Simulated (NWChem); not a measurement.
HClMg in NWChem

The numbers come from NWChem runs, not from measurements. Structure: optimised with PBE/def2-SVP, a minimum by its harmonic frequencies.

Job file:

```
start mol
memory heap 200 mb stack 900 mb global 1100 mb
geometry "system" units angstroms nocenter noautoz noautosym
  Mg     0.000000     0.000000    -1.201315
  H      0.000000     0.000000    -2.897036
  Cl     0.000000     0.000000     1.018401
end
set geometry "system"
basis spherical
  * library 6-31g*
end
dft
  xc pbe0
  semidirect memsize 60000000 filesize 0
  iterations 100
  convergence energy 1e-10 density 1e-9 gradient 1e-8
  tolerances tight
end
task dft energy
rt_tddft
  tmax 150.0
  dt 0.2
  tag "kick"
  print dipole
  field "kick"
    type delta
    polarization x
    max 0.0001
  end
  excite "system" with "kick"
end
task dft rt_tddft
```

Change of the dipole's x component after the kick, in units of 1e-4 a.u.:

```tsv
time (a.u.)	Δμ
0.0	0.000
0.4	0.281
0.8	0.577
1.2	0.783
1.6	0.844
2.0	0.816
2.4	0.710
2.8	0.605
3.2	0.513
3.6	0.477
4.0	0.491
4.4	0.529
4.8	0.585
5.2	0.613
5.6	0.617
6.0	0.560
6.4	0.461
6.8	0.297
7.2	0.140
7.6	-0.020
8.0	-0.094
8.4	-0.120
8.8	-0.058
9.2	0.016
9.6	0.112
10.0	0.140
10.4	0.142
10.8	0.063
11.2	-0.007
11.6	-0.095
12.0	-0.125
12.4	-0.146
12.8	-0.108
13.2	-0.083
13.6	-0.022
14.0	-0.003
14.4	0.020
14.8	-0.006
15.4	-0.076
15.8	-0.136
16.2	-0.217
16.6	-0.257
17.0	-0.296
17.4	-0.274
17.8	-0.273
18.2	-0.259
18.6	-0.311
19.0	-0.380
19.4	-0.507
19.8	-0.600
20.2	-0.685
20.6	-0.672
21.0	-0.609
21.4	-0.464
21.8	-0.304
22.2	-0.122
22.6	0.022
23.0	0.148
23.4	0.214
23.8	0.247
24.2	0.239
24.6	0.215
25.0	0.192
25.4	0.191
25.8	0.222
26.2	0.298
26.6	0.398
27.0	0.489
27.4	0.541
27.8	0.514
28.2	0.420
28.6	0.267
29.0	0.093
29.4	-0.070
29.8	-0.184
```
